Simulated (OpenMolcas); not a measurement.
# Pd2+ in KCdF3: curves along the breathing mode

Pd2+ with its 6 nearest fluoride ions, on the Cd site of idealised cubic KCdF3 (a = 4.302 Å, distance in the model lattice 2.151 Å). The rest of the host is ab initio model potentials to 7.6 Å, with orthogonalisation functions on the cations behind the ligands, and point charges beyond; the distance is set by hand and nothing relaxes. Ligand basis ANO-RCC-VDZP.

```yaml
Program: OpenMolcas 26.06
Method: "SS-CASPT2, IPEA 0.25 Eh, imaginary shift 0.1 Eh (closed shells correlated: 4s 4p and the ligand valence shells)"
Basis: ANO-RCC-VDZP [6s5p3d1f]
Scalar_Hamiltonian: DKH2, point nucleus
Active_space: 8 electrons in 5 orbitals (4d)
State_averaging: 2S+1 = 3 even, 10 roots; 2S+1 = 1 even, 15 roots
Spin-orbit_coupling: RASSI with atomic mean-field integrals over the reference wave functions
```

Spin-free energies (labels of O, the rotations of Oh) in cm-1 above the lowest fitted minimum, as all ligands move together:

```json
{"R (Å)": "2.021", "3A2": "1020", "1E": "10940", "1A1": "20450", "3T1": "27840", "1T2": "31030", "1T1": "34750", "3T1(2)": "43480"}
{"R (Å)": "2.068", "3A2": "-20", "1E": "9890", "1A1": "19280", "3T1": "24680", "1T2": "28040", "1T1": "31840", "3T1(2)": "38630"}
{"R (Å)": "2.116", "3A2": "1850", "1E": "11760", "1A1": "20970", "3T1": "24590", "1T2": "27980", "1T1": "32110", "3T1(2)": "37110"}
{"R (Å)": "2.163", "3A2": "6340", "1E": "16260", "1A1": "25260", "3T1": "27340", "1T2": "31130", "1T1": "35190", "3T1(2)": "38890"}
{"R (Å)": "2.211", "3A2": "13540", "1E": "23360", "1A1": "32220", "3T1": "32990", "1T2": "36860", "1T1": "41130", "3T1(2)": "43570"}
{"R (Å)": "2.259", "3A2": "23370", "1E": "33140", "1A1": "41800", "3T1": "41430", "1T2": "45570", "1T1": "49830", "3T1(2)": "51220"}
{"R (Å)": "2.306", "3A2": "35610", "1E": "45290", "1A1": "53780", "3T1": "52440", "1T2": "56760", "1T1": "61160", "3T1(2)": "61730"}
```

Cubic fits give the following; the wavenumber is harmonic, with the mass of all moving ligands, small differences in it between states hang on the degree of the fit, a number in brackets counts states of one label, and the table is a selection of at most 14 states with clean curves.

```tsv
State	R0 (Å)	Breathing mode (cm-1)	Minimum (cm-1)
3A2	2.061	604	0
1E	2.061	602	9920
1A1	2.064	599	19310
3T1	2.094	622	24270
1T2	2.092	627	27660
1T1	2.089	623	31620
3T1(2)	2.114	646	37150
1E(2)	2.115	642	46790
1T2(2)	2.115	642	46960
1A1(2)	2.112	641	63070
```

The minimum of 3T1 is shifted by +0.0332 Å against 3A2 (from the unrounded fits). With M = 114.0 u for the moving shell, the Huang-Rhys factor in this mode is S = M ω ΔR² / 2ħ = 0.01483 × 114.0 × 604 × 0.0332² = 1.13. Only the first shell moves, against a rigid host.

Roots that are degenerate in the reference are averaged as groups; the widest CASPT2 spread within a group is 490 cm-1 (the 3-fold group of multiplicity 3 near 11800 cm-1 above the lowest state of its run, R = 2.259). Shifts and gaps below about the spread of the groups concerned are not significant. Over all roots computed the reference weight is 0.72 to 0.73 in R = 2.021, 0.72 to 0.73 in R = 2.068, 0.72 to 0.73 in R = 2.116, 0.72 to 0.73 in R = 2.163, 0.72 to 0.73 in R = 2.211, 0.72 to 0.73 in R = 2.259, 0.72 to 0.73 in R = 2.306; a low but even weight reflects the number of correlated electrons. Real 4d8 and 5d8 ions are as a rule square planar and diamagnetic. Ligand-to-metal charge-transfer states are missing. With no ligand orbital active B as a rule stays too high, so bands that hang on it stand too high and its fall with covalency is understated. With one d shell and no ligand orbital active, 10Dq can be off by a tenth or more. Free-ion shares, where given, are those of the reference states; single-state CASPT2 does not remix them (holds for R = 2.211; R = 2.259; R = 2.306). No measured value stands beside these numbers.
